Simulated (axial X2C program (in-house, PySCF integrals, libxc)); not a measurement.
CoB: from the spin-free to the two-component result

Calculated with an in-house all-electron X2C program for linear molecules (integrals from PySCF). Spin-free means the one-electron spin-free X2C Hamiltonian; two-component (2c) means X2C with spin–orbit coupling and atomic mean-field two-electron Coulomb and Gaunt terms, so the difference of the two also holds small scalar two-electron terms. Basis: Co dyall-cv3z [9s10p6d3f2g], B dyall-v3z [7s6p2d1f] (cores contracted in-house); Gaussian nuclei, density fitting, unrestricted open shells. Masses: Co 58.933 u, B 11.009 u.

Spin-free state: M_S = 1, Λ = 2 (beyond evenly filled blocks: σα, δ+α, δ+β, δ-α); fragments Co + B.

```
    level  Re (Å)  ωe (cm⁻¹)  De (eV)  μ (D)
     PBE0   1.663      799.2    2.554  -2.03
BHandHLYP   1.729      589.2    0.672  -2.42
```

Dipoles are positive if B is the positive end.

Two-component determinant lowest at the distance of the search:

Ω = 3 (⟨Sz⟩ = 1.00, ⟨Lz⟩ = 2.00 at PBE0); fragments Co + B.

```json
{"level": "PBE0", "Re (Å)": "1.663", "ωe (cm⁻¹)": "797.9", "μ (D)": "-2.03"}
{"level": "BHandHLYP", "Re (Å)": "1.733", "ωe (cm⁻¹)": "582.7", "μ (D)": "-2.44"}
```

Problem. From the two tables, how do the constants change at the PBE0 level (2c against spin-free)?

Solution. At the PBE0 level Re is unchanged within 0.001 Å and ωe decreases by 1.3 cm⁻¹.

The state is one determinant whose occupation by symmetry is held fixed; it was picked as the lowest of a PBE0 search that is not exhaustive. Dissociation energies refer to the lowest single-determinant-based atoms at the same level and basis. De is not given where an atomic determinant may have missed its ground term or J level, or where the truncated virtual space spoils (T). Density functionals use the spin component along the axis (collinear). PBE0 can misorder states that lie within some tenths of an eV, so this need not be the ground state of the molecule. The nearest other spin-free determinant of the search, M_S = 0, Λ = 2, lies 0.07 eV up at the distance of the search. The functionals have no current-density term, which raises determinants with orbital currents, atoms included. With several unpaired electrons one determinant need not be a pure state. A state of lower Ω lies just above, and one determinant can place such states too high, so the state shown need not be the lowest. The search has Ω = 2 only 0.07 eV up. The determinant is spin-polarised beyond a pure state at some levels (its spin-free form has ⟨S²⟩ too high), which makes Re and μ there less reliable.
